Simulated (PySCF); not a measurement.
Input of a run (PBE0-D3(BJ)/def2-SVP geometry optimisation, gas phase (PySCF 2.14.0)), started from GFN2-xTB:
```
{"job": {"xc": "PBE0", "basis": "def2-SVP", "d3": "d3bj", "grid": 2, "kind": "geom"}, "charge": 0, "multiplicity": 1}
C     -2.380926     0.313423     0.580353
S     -2.682749     0.044868    -1.191103
C     -1.050708    -0.207591    -1.799218
F     -1.056091    -0.408507    -3.126528
C      0.061553    -0.216385    -1.103750
C      1.098650    -0.188269    -0.376106
C      2.149623    -0.211581     0.338701
C      3.233530    -0.172073     1.064625
F      3.910954     0.970099     1.292332
H     -2.896911    -0.462789     1.137099
H     -2.775992     1.288593     0.848024
H     -1.312869     0.271192     0.767814
H      3.697548    -1.020494     1.550027
```

Output (energies in Eh, forces in Eh/bohr):
```
step   0  E = -827.72341465  max force = 0.017430
step   1  E = -827.72525453  max force = 0.006015
step   2  E = -827.72530709  max force = 0.003342
step   3  E = -827.72545975  max force = 0.001388
step   4  E = -827.72551817  max force = 0.001339
step   5  E = -827.72559779  max force = 0.001440
step   6  E = -827.72571062  max force = 0.001118
step   7  E = -827.72589138  max force = 0.001216
step   8  E = -827.72624375  max force = 0.001973
step   9  E = -827.72681549  max force = 0.003954
step  10  E = -827.72705461  max force = 0.007236
step  11  E = -827.72776374  max force = 0.004198
step  12  E = -827.72807206  max force = 0.002009
step  13  E = -827.72821097  max force = 0.001146
step  14  E = -827.72829333  max force = 0.000453
step  15  E = -827.72829950  max force = 0.000428
optimisation converged
```

Question: Summarise the run.

Answer: The energy falls by 0.133 eV over 16 energy and gradient evaluations, the largest force component goes from 0.0174 to 4.3e-04 Eh/bohr, and the atoms move by 0.485 Å rms after alignment. Among the bonds, C1–S2 and C8–F9 change most and about equally (-0.018 to -0.017 Å). Bonds longer at the end by more than 0.005 Å: 8 of 12; shorter: 4. Among the angles that change most is S2–C1–H10, from 108.4° to 110.8°. Among the dihedrals that turn most is H12–C1–S2–C3, from 1° to 61°. The energy never rose by more than 1e-6 Eh on the way. The first step brought 38 % of the lowering.

Question: What are the final bond lengths?

Answer: C1–S2 1.800 Å, S2–C3 1.747 Å, C3–F4 1.330 Å, C3=C5 1.322 Å, C5=C6 1.278 Å, C6=C7 1.283 Å, C7=C8 1.315 Å, C8–F9 1.330 Å, C1–H10 1.099 Å, C1–H11 1.098 Å, C1–H12 1.099 Å, C8–H13 1.096 Å. Numbering counts from 1 in the input's order; the species is `CSC(F)=C=C=C=CF`.

The run used 150 basis functions and 140 SCF cycles in all. On an Arm Neoverse V1 with one thread, shared host with 32 logical CPUs at a one-minute load of 38, this took 3.0 min and 0.73 GiB of memory at its peak.

Stationary, but not proved a minimum. The numbers are those of one conformer.
